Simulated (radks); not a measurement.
The manganese ion Mn2+, 23 electrons, occupied as [Ar] 3d4 4s1 (not the ground configuration). Method: scalar-relativistic Kohn-Sham, BLYP, spin-polarised, spherical densities, finite nucleus; open shells are filled with parallel spins first; Fermi nuclear charge, rms radius 3.7057 fm; computed with a radial shooting solver on a logarithmic mesh with Libxc functionals.

Radial electron density D(r) = 4 pi r^2 rho(r):

r (bohr)  D(r) (e/bohr)  spin D(r)
0.002003         0.5381   0.000360
0.002608         0.8773   0.000586
0.003396          1.417   0.000946
0.004423          2.263    0.00151
0.005713          3.509    0.00233
0.007439          5.410    0.00357
0.009687          8.125    0.00532
0.01261           11.80    0.00761
0.01642           16.41     0.0103
0.02139           21.57     0.0129
0.02785           26.39     0.0144
0.03597           29.48     0.0134
0.04684           29.83    0.00894
0.06099           27.29    0.00222
0.07942           24.00  0.0000667
0.1034            23.58     0.0171
0.1347            27.67     0.0758
0.1753            32.62      0.208
0.2265            31.77      0.464
0.2949            23.15      0.970
0.384             13.85       1.83
0.5001            11.72       2.94
0.6512            14.34       3.73
0.8479            13.71       3.60
1.104             8.709       2.71
1.426             4.048       1.82
1.857             1.669       1.20
2.418            0.7813      0.730
3.149            0.3163      0.314
4.1             0.07563     0.0756
5.339          0.008377    0.00838
6.952         0.0003415   0.000342

D(r) has 3 maxima, at r = 0.0422, 0.195, 0.723 bohr, and minima at 0.0932, 0.469 bohr, inside which lie 2.12, 10.60 electrons.
